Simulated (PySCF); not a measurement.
# One molecule, several mistakes: AlB2H2O

These are calculations, not measurements. They come from PySCF 2.14.0, an open-source quantum chemistry program, on an isolated molecule that a program drew, which may never have been made. The molecule is AlB2H2O (charge 0, doublet), drawn as the SMILES string `[BH2][Al][B]=O`.

Each row is a Hartree-Fock (HF) and frozen-core CCSD(T) single point in the cc-pV(D+d)Z basis, meant for a local HF minimum. Run 1 is clean. Each other run has one planted mistake out of seven kinds, and not every kind appears here: one electron removed, one electron added, multiplicity raised by two, geometry at a saddle point, minimal basis STO-3G, one bond length entered in bohr, all coordinates scaled. The reference is restricted for singlets and unrestricted otherwise, and also for a bond in bohr. Adding or removing an electron swaps singlet and doublet. Electrons count all cores. HOMO and LUMO are orbital energies over both spins, the gradient is its largest component, and the lowest frequency (negative if imaginary) is given only where the gradient is small. Bond lengths are over the 5 bonds as drawn. T1 is the CCSD diagnostic: over 0.02 (restricted) or 0.045 (unrestricted) a single reference is doubtful.

Geometry of the clean run:
```xyz
6
AlB2H2O, angstrom
B     2.2738   -1.8891   -1.3348
Al    0.3842   -2.8309   -1.6051
B    -1.1192   -2.9820   -0.0811
O    -1.9760   -3.0846    0.7373
H     3.2392   -2.5195   -0.9971
H     2.4375   -0.7319   -1.6125
```

| run | electrons | basis functions | <S^2> | HOMO (eV) | LUMO (eV) | gradient (hartree/bohr) | lowest frequency (cm^-1) | mean bond (Å) | longest bond (Å) | T1 | HF (hartree) | CCSD(T) (hartree) | mistake |
|---|---|---|---|---|---|---|---|---|---|---|---|---|---|
| 1 | 33 | 75 | 0.793 | -8.44 | -0.04 | 2.0e-05 | 100 | 1.5733 | 2.146 | 0.0273 | -367.30939 | -367.73553 | no fault |
| 2 | 33 | 75 | 1.428 | -8.68 | -0.30 | 1.8e-02 | - | 1.7871 | 2.270 | 0.0668 | -367.19453 | -367.62010 | one bond length entered in bohr |
| 3 | 33 | 75 | 0.790 | -8.59 | -0.18 | 7.4e-02 | - | 1.6583 | 2.262 | 0.0280 | -367.29469 | -367.72818 | all coordinates scaled |
| 4 | 33 | 26 | 0.782 | -4.73 | 6.54 | 2.4e-02 | - | 1.5733 | 2.146 | 0.0295 | -362.72545 | -362.92953 | minimal basis STO-3G |
| 5 | 34 | 75 | 0.000 | -1.16 | 5.38 | 2.3e-02 | - | 1.5733 | 2.146 | 0.0328 | -367.32419 | -367.78757 | one electron added |
| 6 | 33 | 75 | 3.758 | -6.91 | -2.14 | 5.9e-02 | - | 1.5733 | 2.146 | 0.0408 | -367.18806 | -367.60486 | ? |

**Which mistake was planted in run 6, and what did it cost?**

Electrons, basis and geometry are unchanged, and <S^2> is 3.758, beside S(S+1) = 3.75 for a multiplicity of 4. So the mistake is: multiplicity raised by two. Subtracting run 1 and multiplying by 627.51 kcal/mol a hartree, the energy moved by 76.1 kcal/mol in HF and 82.0 kcal/mol in CCSD(T).

Cautions from the logs. Run 2: T1 is over the limit, so its CCSD(T) energy is less reliable; run 5: T1 is over the limit, so its CCSD(T) energy is less reliable.
